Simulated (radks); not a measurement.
Values are calculated unless marked as measured or tabulated.
Spherical quantum dot in the effective-mass picture: electrons in a well V = -V0 / (1 + exp((r - R)/a)) with V0 = 3.96, R = 8.63, a = 0.83, with a point charge +1 (a donor) at the centre, all in effective atomic units (hartree* = m*/eps^2 hartree, bohr* = eps/m* bohr), one dielectric constant everywhere. Level of theory: non-relativistic Kohn-Sham, LDA (Slater exchange, Perdew-Wang correlation), spin-polarised, spherical densities (a radial shooting solver with Libxc functionals). Levels are named by radial order and angular momentum (1s, 1p, 1d, 2s, ...), and open shells are averaged over m. Results are scaled to m* = 0.064 and eps = 11, for which hartree* = 14.39 meV and bohr* = 9.095 nm. Each electron was tried in the lowest free levels, single moves between levels near the top were tried too, and the lowest total energy was kept; such a search can miss a lower state. At N = 1 the Hartree and exchange-correlation terms need not cancel, so that row can carry a self-interaction error.

N                         open shells  2S   E (meV)  mu = E(N) - E(N-1) (meV)  addition energy mu(N+1) - mu(N) (meV)  e(HOMO) (meV)
1                    1s(up 1, down 0)   1  -63.8545                   -63.854                                  6.762        -60.798
2                                none   0  -120.947                   -57.092                                  5.869        -55.222
3                    1p(up 1, down 0)   1  -172.170                   -51.223                                  2.326        -50.084
4                    1p(up 2, down 0)   2  -221.066                   -48.897                                  2.387        -47.703
5                    1p(up 3, down 0)   3  -267.576                   -46.510                                  2.924        -45.319
6                    1p(up 3, down 1)   2  -311.162                   -43.586                                  2.219        -42.484
7                    1p(up 3, down 2)   1  -352.528                   -41.366                                  2.244        -40.245
8                                none   0  -391.650                   -39.122                                  2.710        -38.000
9                    2s(up 1, down 0)   1  -428.062                   -36.412                                  2.998        -35.218
10  1d(up 1, down 0) 2s(up 1, down 0)   2  -461.476                   -33.414                                  2.144        -32.341
11  1d(up 2, down 0) 2s(up 1, down 0)   3  -492.746                   -31.270                                  2.138        -30.199
12  1d(up 3, down 0) 2s(up 1, down 0)   4  -521.877                   -29.132                                  2.129        -28.066
13  1d(up 4, down 0) 2s(up 1, down 0)   5  -548.880                   -27.003                                  2.119        -25.941
14  1d(up 5, down 0) 2s(up 1, down 0)   6  -573.763                   -24.883                                  2.576        -23.827
15  1d(up 5, down 1) 2s(up 1, down 0)   5  -596.071                   -22.308                                  2.052        -21.281
16  1d(up 5, down 2) 2s(up 1, down 0)   4  -616.326                   -20.255                                  2.051        -19.230
17  1d(up 5, down 3) 2s(up 1, down 0)   3  -634.531                   -18.205                                  2.047        -17.180
18  1d(up 5, down 4) 2s(up 1, down 0)   2  -650.689                   -16.158                                  2.041        -15.136
19                   2s(up 1, down 0)   1  -664.806                   -14.117                                  3.265        -13.099
20                               none   0  -675.658                   -10.852                                  2.180        -9.3929
21  2s(up 1, down 0) 1f(up 2, down 0)   3  -684.330                   -8.6724                                  1.897        -7.7689
22  2s(up 1, down 0) 1f(up 3, down 0)   4  -691.105                   -6.7750                                  1.984        -5.7822
23  2s(up 1, down 0) 1f(up 4, down 0)   5  -695.897                   -4.7914                                  1.977        -3.8016
24  2s(up 1, down 0) 1f(up 5, down 0)   6  -698.711                   -2.8139                                      -        -1.8273

All shells are closed at N = 2, 8, 20 (there: 1s2 1p6 1d10 2s2); the second difference of the energy has clear peaks (12 % above both neighbours; the first and last values, which can be the largest, are not judged, and half-filled shells can peak too) at N = 5, 14, 19.
